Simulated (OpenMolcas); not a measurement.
## Worked example: vertical energy of the triplet above the singlet of C2H3In (SMILES C#[C][InH2])

The species is C2H3In (6 atoms), meant as a singlet with charge 0. As SMILES, `C#[C][InH2]`. The coordinates come from a PBE0-D4/def2-TZVP relaxation.

Both states at this one shape; open shells run unrestricted unless said. 1 Eh = 27.2114 eV.

```
                            level     program  singlet C2H3In (Eh)  triplet C2H3In (Eh)
    HF/def2-SVPD (core potential)  OpenMolcas          -266.538475          -266.381212
revPBE/def2-SVPD (core potential)  OpenMolcas          -268.015918          -267.869692
r2SCAN/def2-SVPD (core potential)  OpenMolcas          -268.001847          -267.854143
```

Task: Work out the vertical gap, second state less first, at each level.

Result: 
1. HF/def2-SVPD (core potential): -266.381212 − (-266.538475) = 0.157263 Eh = 4.28 eV.
2. revPBE/def2-SVPD (core potential): -267.869692 − (-268.015918) = 0.146226 Eh = 3.98 eV.
3. r2SCAN/def2-SVPD (core potential): -267.854143 − (-268.001847) = 0.147704 Eh = 4.02 eV.

No measured value is set beside it here; the levels span 3.98 to 4.28 eV. Spin-orbit coupling, which splits open shells on such heavy atoms by tenths of an eV, is left out.
